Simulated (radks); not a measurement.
Spherical quantum dot in the effective-mass picture: electrons in a hard-walled sphere of radius 1.81, all in effective atomic units (hartree* = m*/eps^2 hartree, bohr* = eps/m* bohr), one dielectric constant everywhere. Calculated with a radial shooting solver with Libxc functionals: non-relativistic Kohn-Sham, LDA (Slater exchange, Perdew-Wang correlation), spin-polarised, spherical densities. Levels are named by radial order and angular momentum (1s, 1p, 1d, 2s, ...), and open shells are averaged over m.

N = 28, configuration 1s2 1p6 1d10 1f(up 7, down 3). This is the lowest configuration that the search found. Occupied and some empty levels:

| level | occupation | eigenvalue (hartree*) | <r> (bohr*) |
|---|---|---|---|
| 1s up | 1 | 21.961 | 1.128 |
| 1s down | 1 | 22.043 | 1.124 |
| 1p up | 3 | 22.933 | 1.210 |
| 1p down | 3 | 23.024 | 1.209 |
| 1d up | 5 | 24.462 | 1.268 |
| 1d down | 5 | 24.559 | 1.267 |
| 1f up | 7 | 26.478 | 1.312 |
| 1f down | 3 | 26.578 | 1.312 |
| 2s up | 0 | 26.701 | 0.8288 |
| 2s down | 0 | 26.741 | 0.8302 |
| 1g up | 0 | 28.941 | 1.348 |
| 1g down | 0 | 29.042 | 1.348 |
| 2p up | 0 | 29.547 | 0.9498 |
| 2p down | 0 | 29.598 | 0.9496 |
| 2d up | 0 | 32.835 | 1.032 |
| 2d down | 0 | 32.895 | 1.031 |

Energy (hartree*): total 414.974, kinetic 155.82, external 0, Hartree 285.37, exchange-correlation -26.221.
